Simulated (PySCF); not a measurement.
A PySCF script (with the pyscf-properties extension) for the NMR shieldings of `InChI=1S/C6H6F3P/c7-5(8)6(9)10-3-1-2-4-10/h1,3H,2,4H2/p+1/t10-/m0/s1`, on a GFN2-xTB geometry:

```python
import basis_set_exchange as bse
import numpy as np
from pyscf import gto, dft
from pyscf.prop import nmr

atoms = """
F     4.247559   -0.300862   -0.256758
C     3.105519    0.091689    0.211431
F     3.225131    0.928549    1.221679
C     1.888094   -0.266720   -0.209635
F     1.700664   -1.108050   -1.231216
P     0.334148    0.342655    0.483098
C    -0.605328    1.339944   -0.652358
C    -1.793052    0.768740   -0.880745
C    -2.119266   -0.506841   -0.191741
C    -0.890941   -0.996212    0.610783
H     0.682471    0.968528    1.662361
H    -0.245416    2.261694   -1.077904
H    -2.528568    1.204371   -1.540352
H    -2.426718   -1.252113   -0.928194
H    -2.980515   -0.346054    0.461159
H    -0.467195   -1.903285    0.168980
H    -1.133586   -1.214004    1.652129
"""
names = dict.fromkeys(["F", "C", "P", "H"], "pcSseg-1")
basis = {el: gto.basis.parse(bse.get_basis(n, elements=[el], fmt="nwchem")) for el, n in names.items()}
mol = gto.M(atom=atoms, basis=basis, charge=1, verbose=0)
mf = dft.RKS(mol, xc="PBE0")
mf.grids.level = 2
mf.grids.alignment = dft.numint.BLKSIZE   # the property module wants whole blocks of grid points
mf.conv_tol = 1e-9
mf.kernel()

calc = nmr.RKS(mf)   # GIAO
C = mf.mo_coeff
Co = C[:, mf.mo_occ > 0]
resp = mf.gen_response(singlet=True, hermi=2)
def vind(x):   # induced exchange potential for any number of trial vectors
    d = np.einsum("pi,xij,qj->xpq", C, 2 * x.reshape(-1, C.shape[1], Co.shape[1]), Co, optimize=True)
    return np.einsum("xpq,pi,qj->xij", resp(d - d.transpose(0, 2, 1)), C, Co, optimize=True).ravel()
mo1, _ = nmr.rhf.solve_mo1(calc, with_cphf=vind)
sigma = calc.kernel(mo1)
for i, s in enumerate(sigma):   # ppm
    print("%2d %-2s %9.2f" % (i, mol.atom_pure_symbol(i), np.trace(s) / 3))
```

Question: What are the results?

Answer: 
```
 0 F     222.47
 1 C      13.91
 2 F     263.28
 3 C      65.76
 4 F     385.31
 5 P     312.59
 6 C      75.93
 7 C       2.96
 8 C     147.20
 9 C     170.17
10 H      24.20
11 H      25.47
12 H      23.43
13 H      27.92
14 H      28.13
15 H      28.50
16 H      28.57
```

These numbers come from an equivalent density-fitted implementation of the same equations, which agrees with the script to about 0.01 ppm for H and up to a few tenths of a ppm for heavy atoms, so last digits may differ.

Question: Turn these shieldings into chemical shifts. Shifts are taken against calculated references (same method and geometry level): $^{19}$F (σref 170.95) vs CFCl3; TMS for $^{13}$C (σref 186.93), $^{1}$H (σref 31.72); $^{31}$P (σref 318.38) vs H3PO4.

Answer: Averaging equivalent atoms: F 0: -51.5; F 2: -92.3; F 4: -214.4; C 7: 184.0; C 1: 173.0; C 3: 121.2; C 6: 111.0; C 8: 39.7; C 9: 16.8; P 5: 5.8; H 12: 8.29; H 10: 7.52; H 11: 6.25; H 13: 3.80; H 14: 3.59; H 15: 3.22; H 16: 3.15 ppm. Unscaled 19F shifts against computed CFCl3 carry errors that often reach 10 to 50 ppm. Experimental scales use liquid or dissolved standards, which lie at an offset from isolated H3PO4.

Size and cost of the density-fitted run: 212 basis functions, roughly 90 core-seconds.
